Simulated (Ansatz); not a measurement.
Total energies of Si17H24, a nanocrystal cut from cubic silicon from Ansatz at PBE-D4/def2-TZVP, gas phase (1 Eh = 27.2114 eV = 2625.5 kJ/mol). The reference geometry is relaxed at PBE-D4/def2-SVP.

```xyz
41

Si   -3.0793    2.7526    1.7069
Si   -1.8666   -1.3973    2.1470
Si    1.1081   -0.8112   -3.8017
Si    0.2126   -2.8411   -0.6689
Si   -1.0127    0.7691   -0.9837
Si    0.6059    1.6373    2.3754
Si    2.7286    0.0595   -0.4307
Si    1.8509   -1.9558    2.7195
Si   -2.7216    2.3379   -0.5864
Si   -0.6551    0.6691   -3.3092
Si   -1.5625   -1.3696   -0.1870
Si   -1.0629    3.2342    2.8292
Si    0.0518   -0.5032    3.1789
Si    0.5599   -2.9539   -2.9946
Si    3.0766   -0.0503   -2.7564
Si    2.1712   -2.0749    0.3886
Si    0.9556    1.5275    0.0514
H    -4.0168    3.9260    1.8615
H    -3.7348    1.5511    2.3371
H    -2.0144   -2.8330    2.5910
H    -3.1092   -0.6498    2.5572
H     1.3247   -0.8761   -5.2964
H    -0.1288   -4.2108   -0.1265
H     1.8923    2.0614    3.0485
H     3.9791    0.5427    0.2681
H     1.5558   -3.3294    3.2707
H     3.1058   -1.4373    3.3781
H    -4.0020    1.8689   -1.2328
H    -2.3114    3.6312   -1.2477
H    -1.9199    0.2123   -3.9944
H    -0.3219    2.0543   -3.8075
H    -2.8124   -1.8457   -0.8914
H    -1.3166    3.3226    4.3139
H    -0.5675    4.5792    2.3578
H    -0.1677   -0.4264    4.6724
H    -0.6926   -3.4487   -3.6752
H     1.6788   -3.9184   -3.3018
H     4.2127   -0.9955   -3.0612
H     3.4404    1.3143   -3.2877
H     3.2982   -3.0311    0.0693
H     1.2677    2.9082   -0.4811
```

```
                 state                    geometry  energy (Eh)
      charge 0 singlet                   reference  -4933.68668
      charge 1 doublet                   reference  -4933.40038
     charge -1 doublet                   reference  -4933.71522
     charge -1 doublet  relaxed at PBE-D4/def2-SVP  -4933.72895
free Si atom (triplet)                           –   -289.22285
 free H atom (doublet)                           –     -0.49962
```

Single mean-field runs in def2-TZVP are fitted with def2-universal-jkfit.

(1) Work out the vertical ionisation energy to the doublet.

(2) Work out the vertical electron affinity, to the doublet.

(3) Give the fundamental gap IE − EA, the Mulliken electronegativity (IE + EA)/2 and the hardness (IE − EA)/2.

(4) How much does the charge -1 doublet relax, and what is the adiabatic electron affinity?

(5) What is the binding energy per atom against free atoms?

(1) E(charge 1 doublet) − E(charge 0 singlet) = -4933.40038 − (-4933.68668) = 0.28630 Eh = 7.79 eV. For comparison, −ε of the highest occupied level is 6.18 eV at this level, 1.61 eV less.

(2) E(charge 0 singlet) − E(charge -1 doublet) = -4933.68668 − (-4933.71522) = 0.02854 Eh = 0.78 eV. The basis lacks diffuse functions, which makes affinities too small.

(3) From the values in Eh: IE − EA = 0.28630 − 0.02854 = 0.25776 Eh = 7.01 eV; (IE + EA)/2 = 4.28 eV; (IE − EA)/2 = 3.51 eV. The HOMO–LUMO gap of the same run is 4.04 eV, 2.97 eV smaller than the fundamental gap.

(4) Relaxation: -4933.71522 − (-4933.72895) = 0.01373 Eh = 0.37 eV. Adiabatic electron affinity: 0.04227 Eh = 1.15 eV, without zero-point energy. 

(5) Atoms: 17 × (-289.22285) + 24 × (-0.49962) = -4928.77933 Eh. Binding: -4928.77933 − (-4933.68668) = 4.90735 Eh = 133.54 eV, or 3.26 eV for each of 41 atoms (no zero-point energy, no counterpoise term).

At PBE-D4/def2-TZVP the highest occupied level of the charge -1 doublet lies above zero (up to 0.75 eV). By energy differences its removal costs 0.78 eV (vertical, to the charge 0 singlet, at PBE-D4/def2-TZVP); self-interaction error and the lack of diffuse functions both raise the level. At PBE-D4/def2-TZVP the gap within one spin of the charge -1 doublet nearly closes, so an electron or hole may be smeared out by delocalisation error.
